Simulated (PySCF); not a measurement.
Stepwise substitution at one centre (Si NH2-OCH3). Gas-phase values, no solvent. One relaxed conformer stands for each flexible species; it need not be the lowest. Strings in code marks are SMILES.

The S1 excitation (TDA) from two functionals at the same geometries (r2SCAN-D4/def2-SVP), both in PySCF: PBE-D3(BJ)/def2-TZVP and r2SCAN-D4/def2-TZVP. Excitations are Tamm–Dancoff values on a coarser integration grid. The basis has no diffuse functions, so Rydberg states are missing or too high.

```csv
species,PBE-D3(BJ)/def2-TZVP (eV),r2SCAN-D4/def2-TZVP (eV)
0 of 4 NH2 replaced by OCH3 (`N[Si](N)(N)N`),5.31,6.28
1 of 4 NH2 replaced by OCH3 (`CO[Si](N)(N)N`),5.44,6.39
2 of 4 NH2 replaced by OCH3 (`CO[Si](N)(N)OC`),5.93,6.89
3 of 4 NH2 replaced by OCH3 (`CO[Si](N)(OC)OC`),6.08,6.98
4 of 4 NH2 replaced by OCH3 (`CO[Si](OC)(OC)OC`),6.69,7.54
```

Over these rows, drawn at random from the members with no instability flagged (it was tested for open shells, ions and some series alone), PBE minus r2SCAN-D4: mean -0.93 eV, from -0.97 eV to -0.85 eV.
